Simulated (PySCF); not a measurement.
# Dipole moment and polarisability of ZnMe(CN)

Compound: ZnMe(CN), C2H3NZn (singlet state).
Structure used (PBE0-D3(BJ)/def2-SVP), in Å, numbered top down from 1:
```xyz
7
C2H3NZn angstrom
Zn     0.004    0.001   -0.554
C     -0.002   -0.015    1.371
H      0.773    0.656    1.773
H      0.191   -1.028    1.757
H     -0.976    0.318    1.762
C      0.003    0.023   -2.474
N      0.006    0.046   -3.635
```

Level: PBE0/def2-SVPD (PySCF), static field, nuclei fixed, core orbitals frozen in the response. The polarisability tensor in these axes (au):

```
x   38.51  0.00 -0.08
y    0.00 38.51 -0.42
z   -0.08 -0.42 71.02
```

Problem. What are the eigenvalues, a third of the trace, and Δα (Δα² = ½Σ(αi − αj)² over the three pairs)?

Solution. Principal values 38.51, 38.51 and 71.02 au; mean 49.35 au = 7.31 Å³ = 8.14 × 10⁻⁴⁰ C²·m²/J; Δα = 32.51 au (66 % of the mean).

Problem. What is the dipole moment, and where does it point?

Solution. (0.00, -0.07, 4.27) D, 4.27 D in size, pointing from the negative to the positive side. Measured along this direction, the outermost atoms are N7 at the negative end and H4, H3 and H5 at the positive end.

Problem. What depolarisation ratio follows for Rayleigh scattering of linearly polarised light, taking the static tensor?

Solution. ρ = 3Δα²/(45ᾱ² + 4Δα²) = 3171.7/(109578 + 4228.9) = 0.0279.

Problem. Traceless (Buckingham) quadrupole moment about the centre of nuclear charge: eigenvalues?

Solution. -16.86, 8.43, 8.43 D·Å. The values depend on the origin, since the dipole doesn't vanish. The electronic extent ⟨r²⟩ about the same centre is 531 bohr², a root-mean-square distance of 1.69 Å for the 52 electrons.

Problem. What molar refraction does this α imply?

Solution. Lorentz–Lorenz: R = (4π/3)N_A α = 2.5225 cm³/(mol·Å³) × 7.31 Å³ = 18.4 cm³/mol, in the limit of long wavelengths.

Problem. In a dilute gas of rigid molecules at 400 K, how does the orientational term μ²/3kT compare with the electronic polarisability?

Solution. In Gaussian units μ²/3kT = 110.09 Å³ against 7.31 Å³, a ratio of 15.05; the Debye molar polarisation (4π/3)N_A(α + μ²/3kT) is 296.1 cm³/mol, leaving out the vibrational part.

Problem. Refractivity n − 1 of an ideal gas of it at 500 K and 1 atm, from the electronic α?

Solution. N = p/kT = 1.4678 × 10¹⁹ cm⁻³, so n − 1 = 2π × N × 7.31 × 10⁻²⁴ cm³ = 674 × 10⁻⁶ at long wavelengths.

Isolated species at its PBE0-D3(BJ)/def2-SVP geometry, gas phase.

These values come from a run that also computed excited states. Hardware: one thread, x86-64 server (shared host). Cost: 13 s wall.
